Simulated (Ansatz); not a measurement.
Gas-phase electronic energies from Ansatz, PBE0-D4/def2-TZVP geometries. CCSD(T)/CBS is the MP2 limit (def2-TZVPP, def2-QZVPP) plus CCSD(T) − MP2 in def2-TZVPP, frozen cores. This one scheme is used for every species. DFT in def2-TZVPP. B3LYP here is the variant with VWN-RPA as its local correlation; programs differ in this. One conformer a species, not always the lowest.

Consider the cleavage of the Si–Si bond: `F[SiH2][SiH](Cl)Cl` + `S[SiH2]Cl` → `Cl[SiH2]S[SiH](Cl)Cl` + `F[SiH3]`.

(1) Is it downhill or uphill in electronic energy at CCSD(T)/CBS, and by how much? (An estimate is asked.)

(2) What do these levels give: PBE-D4, PBE0-D4, B3LYP-D4, ωB97M-V, B3LYP, MP2/def2-TZVPP, SCS-MP2/def2-TZVPP, CCSD(T)/def2-TZVPP, SCS-MP2/def2-QZVPP, HF/CBS(def2), MP2/CBS(def2), CCSD/CBS(def2)? (An estimate is asked.)

Largest T1 diagnostic among the species: 0.011.

Answers

(1) The calculation gave: Downhill: ΔE = -77.2 kJ/mol.

(2) Ansatz gave: PBE-D4 -64.9, PBE0-D4 -69.5, B3LYP-D4 -74.0, ωB97M-V -78.7, B3LYP -61.0, MP2/def2-TZVPP -88.5, SCS-MP2/def2-TZVPP -82.8, CCSD(T)/def2-TZVPP -74.5, SCS-MP2/def2-QZVPP -84.0, HF/CBS(def2) -68.8, MP2/CBS(def2) -91.2, CCSD/CBS(def2) -74.5 kJ/mol.

From PBE to PBE0 (25 % exact exchange), in def2-TZVPP and without D4, ΔE moves by −5.2 kJ/mol. The D4 term adds −13.1 kJ/mol with B3LYP and −7.4 kJ/mol with PBE0; it sums over pairs of atoms, weighted by their polarisabilities, and B3LYP, whose exchange is more repulsive, gets the larger term. In def2-TZVPP, CCSD(T) changes the Hartree–Fock value by −5.6 kJ/mol (the triples alone add −2.7 kJ/mol) and MP2 by −19.6 kJ/mol.
